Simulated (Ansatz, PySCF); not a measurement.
This Ansatz (a first-principles code) input computes a CCSD(T)/cc-pVDZ energy:

Ansatz 0.2 input:
```yaml
crystal:
  periodic: [false, false, false]
  atoms:
    - {symbol: C, position_ang: [-0.37708342, 1.08626761, 0.16283026]}
    - {symbol: C, position_ang: [-1.12385045, -0.28975267, 0.04106663]}
    - {symbol: C, position_ang: [0.33463378, -0.17758331, -0.04545889]}
    - {symbol: O, position_ang: [1.38188572, -0.73333852, -0.18772459]}
    - {symbol: H, position_ang: [-0.34007347, 1.55204714, 1.14085017]}
    - {symbol: H, position_ang: [-0.46474761, 1.77957040, -0.66571637]}
    - {symbol: H, position_ang: [-1.68856913, -0.47548796, -0.86526580]}
    - {symbol: H, position_ang: [-1.56389500, -0.70301121, 0.94130074]}
basis:
  gaussian:
    orbitals: cc-pVDZ
magnetization: {spin_polarized: false}
correlation: {method: ccsd_t, electrons: outside_noble_gas}
```

**Question.** Write an input for the same energy in PySCF and say what it gives.

**Answer.** 
```python
from pyscf import gto, scf, mp, cc as ccmod

mol = gto.M(
    atom='''
    C    -0.37708342    1.08626761    0.16283026
    C    -1.12385045   -0.28975267    0.04106663
    C     0.33463378   -0.17758331   -0.04545889
    O     1.38188572   -0.73333852   -0.18772459
    H    -0.34007347    1.55204714    1.14085017
    H    -0.46474761    1.77957040   -0.66571637
    H    -1.68856913   -0.47548796   -0.86526580
    H    -1.56389500   -0.70301121    0.94130074
    ''',
    basis='cc-pvdz',
    charge=0,
    spin=0,
    verbose=4,
)

mf = scf.RHF(mol)
mf.conv_tol = 1e-10
mf.max_cycle = 100
mf.kernel()
mp2 = mp.MP2(mf, frozen=4).run()
cc = ccmod.CCSD(mf, frozen=4)
cc.max_cycle = 100
cc.kernel()
et = cc.ccsd_t()
print(f'E(CCSD(T)) = {cc.e_tot + et:.9f}')
```
It gives -191.37177 Eh, and Ansatz -191.37176 Eh, a difference of 0.01 mEh.
